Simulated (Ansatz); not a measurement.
Two isomers of C2H10OSi2: A = `CC[SiH2]O[SiH3]`, B = `C[SiH2]C[SiH2]O`.

Computed with Ansatz on PBE0-D4/def2-TZVP structures; ΔE is electronic, products minus reactants. CCSD(T)/CBS adds triple-zeta CCSD(T) − MP2 to the extrapolated MP2 energy (def2 sets, frozen cores). DFT in def2-TZVPP. B3LYP here is the variant with VWN-RPA as its local correlation; programs differ in this. Each species was taken in one conformer, which may not be the lowest.

(1) Which isomer does CCSD(T)/CBS put lower? Give the gap. (Estimate.)

(2) Give E(B) − E(A) in kcal/mol with B3LYP, MP2/def2-TZVPP, CCSD/def2-TZVPP, PBE0-D4, ωB97M-V, B3LYP-D4, r2SCAN-D4. (Estimate.)

Largest T1 diagnostic: 0.011.

Answers

(1) The calculation gave: A, by 11.4 kcal/mol.

(2) The calculation gave: B3LYP 13.0, MP2/def2-TZVPP 11.3, CCSD/def2-TZVPP 12.6, PBE0-D4 9.4, ωB97M-V 10.7, B3LYP-D4 12.8, r2SCAN-D4 10.2. None reverses the order clearly.

In def2-TZVPP, CCSD(T) changes the Hartree–Fock value by −6.4 kcal/mol (the triples alone add −0.9 kcal/mol) and MP2 by −6.8 kcal/mol. From PBE to PBE0 (25 % exact exchange), in def2-TZVPP and without D4, E(B) − E(A) moves by +1.1 kcal/mol.
